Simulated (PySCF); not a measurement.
C2H4FNSi, SMILES F[C@@H]1N=C[SiH2]1.

The structure is a stationary point at TPSSh-D3(BJ)/def2-SVP. The structure was generated by enumeration; whether it is a known compound was not checked.

Computed with PySCF with PBE/def2-TZVP.

Computed frontier levels, gap, dipole moment and polarisability:
```
Property                                                                                                       Result
---------------------------------------------------------------------------------------------  ----------------------
highest occupied level                                                                                       -5.95 eV
lowest empty level                                                                                           -2.42 eV
orbital gap                                                                                                   3.53 eV
dipole moment                                                                                                  2.65 D
quadrupole, principal values (traceless, Buckingham form, about the centre of nuclear charge)  -4.69, -0.36, 5.05 D·Å
mean static polarisability                                                                       56.5 bohr³ (8.37 Å³)
polarisability, principal values                                                               45.7, 57.1, 66.7 bohr³
```
